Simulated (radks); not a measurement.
Effect of the nuclear size on neutral argon, [Ar]. Calculated with a radial shooting solver on a logarithmic mesh with Libxc functionals: Dirac Kohn-Sham, LDA (Slater exchange, Perdew-Wang correlation), spin-unpolarised, spherical densities, finite nucleus; Fermi nuclear charge, rms radius 3.4274 fm. The rms radius is varied about that value; shifts are against it.

| rms radius (fm) | total energy shift (eV) | density at nucleus (e/bohr^3) | 1s1/2 shift (meV) | 2s1/2 shift (meV) |
|---|---|---|---|---|
| 2.8619 | -0.00559 | 4320 | -2.36 | -0.178 |
| 3.1189 | -0.00317 | 4312 | -1.34 | -0.101 |
| 3.4274 | 0 | 4304 | 0.000 | 0.000 |
| 3.633 | 0.00228 | 4298 | 0.961 | 0.073 |
| 4.1883 | 0.00907 | 4286 | 3.83 | 0.290 |

Slopes of the eigenvalues against <r^2> in GHz/fm^2, as finite differences over the two radii next to the reference (eigenvalue slopes, not the field-shift constants of lines): 1s1/2 160, 2s1/2 12.1.
